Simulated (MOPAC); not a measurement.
MOPAC input (PM3):

```
PM3 FORCE THERMO(298,298) PRECISE LET GEO-OK AUX(PRECISION=9) THREADS=1
HFSi

Si   -0.24075962 1   -0.30683576 1    0.42232382 1
H    -1.00789156 1   -1.24505917 1   -0.50882264 1
F     0.49170316 1    0.62238833 1   -0.61651399 1
```

From the last part of the output:

```
     F    3   5.645432   0.421403   5.796962

          HEAT OF FORMATION =     -37.389610 KCALS/MOLE

          ZERO POINT ENERGY       5.337 KCAL/MOL

           NORMAL COORDINATE ANALYSIS (Total motion = 1 Angstrom)

   Root No.       1         2         3

                 1 A'      2 A'      3 A'

                 840.8     927.3    1965.1

   x Si    1   -0.0354    0.0532   -0.0329
   y Si    1   -0.0167   -0.3196   -0.0001
   z Si    1    0.0000    0.0000    0.0000
   x  H    2    0.0066    0.0347    0.9630
   y  H    2    0.9038    0.2046   -0.0393
   z  H    2   -0.0000   -0.0000    0.0000
   x  F    3    0.0520   -0.0804   -0.0025
   y  F    3   -0.0233    0.4615    0.0022
   z  F    3    0.0000   -0.0000   -0.0000

           MASS-WEIGHTED COORDINATE ANALYSIS (NORMAL COORDINATES)

   Root No.       1         2         3

                 1 A'      2 A'      3 A'

                 840.8     927.3    1965.1

   x Si    1   -0.1949    0.1053   -0.1772
   y Si    1   -0.0918   -0.6329   -0.0003
   z Si    1    0.0000    0.0000    0.0000
   x  H    2    0.0069    0.0130    0.9833
   y  H    2    0.9418    0.0768   -0.0401
   z  H    2   -0.0000   -0.0000    0.0000
   x  F    3    0.2354   -0.1310   -0.0110
   y  F    3   -0.1053    0.7518    0.0097
   z  F    3    0.0000   -0.0000   -0.0000

          DESCRIPTION OF VIBRATIONS

 VIBRATION          1    1A'         ATOM PAIR     ENERGY CONTRIBUTION    RADIAL
 FREQUENCY           840.80         Si1 -- H 2         +97.3% ( 94.1%)      3.7%
 TRANSITION DIPOLE   0.8703         Si1 -- F 3          +2.7% ( 15.6%)      5.0%
 TRAVEL (Ang.)       0.2925
 REDUCED MASS        0.9377
 EFFECTIVE MASS      2.1891
 FORCE CONSTANT      0.3906

 VIBRATION          2    2A'         ATOM PAIR     ENERGY CONTRIBUTION    RADIAL
 FREQUENCY           927.27         Si1 -- F 3         +84.3% ( 99.6%)     99.9%
 TRANSITION DIPOLE   3.7275         Si1 -- H 2         +15.7% ( 43.0%)      1.7%
 TRAVEL (Ang.)       0.0806
 REDUCED MASS       11.2008
 EFFECTIVE MASS     22.3782
 FORCE CONSTANT      5.6743

 VIBRATION          3    3A'         ATOM PAIR     ENERGY CONTRIBUTION    RADIAL
 FREQUENCY          1965.11         Si1 -- H 2         +99.9% (100.0%)     99.9%
 TRANSITION DIPOLE   0.8929         Si1 -- F 3          +0.1% (  3.5%)      1.8%
 TRAVEL (Ang.)       0.1878
 REDUCED MASS        0.9729
 EFFECTIVE MASS      1.3025
 FORCE CONSTANT      2.2135

      SYMMETRY NUMBER FOR POINT-GROUP Cs  =  1

          SYSTEM IS A GROUND STATE

 HFSi

          MOLECULE IS NOT LINEAR

          THERE ARE  3 GENUINE VIBRATIONS IN THIS SYSTEM
          THIS THERMODYNAMICS CALCULATION IS LIMITED TO
          MOLECULES WHICH HAVE NO INTERNAL ROTATIONS

                    CALCULATED THERMODYNAMIC PROPERTIES
                                          *
   TEMP. (K)   PARTITION FUNCTION   H.O.F.    ENTHALPY  HEAT CAPACITY ENTROPY
                                   KCAL/MOL   CAL/MOLE    CAL/K/MOL  CAL/K/MOL

 298.00  VIB.     0.1029D+01                    73.1267     1.0620     0.3029
         ROT.     0.3364D+04                   888.2803     2.9808    19.1189
         INT.     0.3463D+04                   961.4070     4.0428    19.4217
         TRA.     0.3224D+27                  1480.4672     4.9680    37.5336
         TOT.                      -37.390    2441.8742     9.0108    56.9554

   *: NOTE: HEATS OF FORMATION ARE RELATIVE TO THE
            ELEMENTS IN THEIR STANDARD STATE AT 298K
              (=  Standard Enthalpy of Formation).

            Hvib:  Zero-point energy is not included.
                   frequencies of less than zero cm-1 are not included.
            Hrot = (3/2)RT
            Htra = (3/2)RT + pV = (5/2)RT

            Heat capacity is Cp, not Cv

          For more information, see: HTTP://OpenMOPAC.net/Manual/thermochemistry.html

           FORCE CONSTANT IN CARTESIAN COORDINATES (Millidynes/A)

    ATOM   CHEMICAL       X               Y               Z
   NUMBER   SYMBOL  FORCE CONSTANT  FORCE CONSTANT  FORCE CONSTANT

      1      Si        2.608286        5.797086        0.000061
      2       H        2.217145        0.379056       -0.000475
      3       F        0.609037        5.531406        0.000034

 **********************
 *                    *
 * JOB ENDED NORMALLY *
 *                    *
 **********************

 == MOPAC DONE ==
```
